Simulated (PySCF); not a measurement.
Input of a run (PBE0-D3(BJ)/def2-SVP geometry optimisation, gas phase (PySCF 2.14.0)), started from a GFN2-xTB structure with every atom displaced at random (by about 0.01 Å):
```
{"job": {"xc": "PBE0", "basis": "def2-SVP", "d3": "d3bj", "grid": 1, "shake": 0.01, "kind": "geom"}, "charge": 0, "multiplicity": 1}
Si     2.189370     0.288730     0.048950
C      0.303710     0.087810    -0.000140
C     -0.475150    -1.044330     0.018000
N     -1.729230    -0.638560    -0.028290
C     -1.728820     0.710640    -0.088400
Cl    -3.162290     1.628680    -0.156000
N     -0.509630     1.184260    -0.063900
H      2.629690     0.998120    -1.177210
H      2.741710    -1.028740     0.131270
H      2.546070     1.082000     1.239000
H     -0.186010    -2.076940     0.085020
H     -2.579740    -1.219930    -0.017320
```

Output (energies in Eh, forces in Eh/bohr):
```
step   0  E = -975.58672975  max force = 0.065891
step   1  E = -975.58947561  max force = 0.030636
step   2  E = -975.58533314  max force = 0.036812
step   3  E = -975.58957013  max force = 0.014000
step   4  E = -975.59057199  max force = 0.010768
step   5  E = -975.59141132  max force = 0.007745
step   6  E = -975.59218127  max force = 0.004507
step   7  E = -975.59250999  max force = 0.003496
step   8  E = -975.59261381  max force = 0.001344
step   9  E = -975.59263070  max force = 0.000495
step  10  E = -975.59263265  max force = 0.000200
optimisation converged
```

Problem. Summarise the run.

Solution. The energy falls by 0.161 eV over 11 energy and gradient evaluations, the largest force component goes from 0.0659 to 2.0e-04 Eh/bohr, and the atoms move by 0.040 Å rms after alignment. The bond that changes most is Si1–H9 (SiH3 silicon to Si–H hydrogen), which lengthens by 0.065 Å. Bonds longer at the end by more than 0.005 Å: 8 of 12; shorter: 3. Among the angles that change most is H8–Si1–H9, from 111.9° to 108.9°. The energy rose by more than 1e-6 Eh at step 2. The first step brought 47 % of the lowering.

Problem. What are the final bond lengths?

Solution. Si1–C2 1.867 Å, C2–C3 1.380 Å, C3–N4 1.370 Å, N4–C5 1.361 Å, C5–Cl6 1.708 Å, C5–N7 1.297 Å, C2–N7 1.385 Å, Si1–H8 1.493 Å, Si1–H9 1.496 Å, Si1–H10 1.493 Å, C3–H11 1.087 Å, N4–H12 1.012 Å. Numbering counts from 1 in the input's order; the species is `[SiH3]c1c[nH]c(Cl)n1`.

The run used 131 basis functions and 77 SCF cycles in all. Time: 74 s; peak memory 0.56 GiB. Hardware: an Arm Neoverse V2 with one thread, on a shared host.

No PBE0-D3(BJ)/def2-SVP frequencies stand behind this structure, so it isn't proved a minimum.
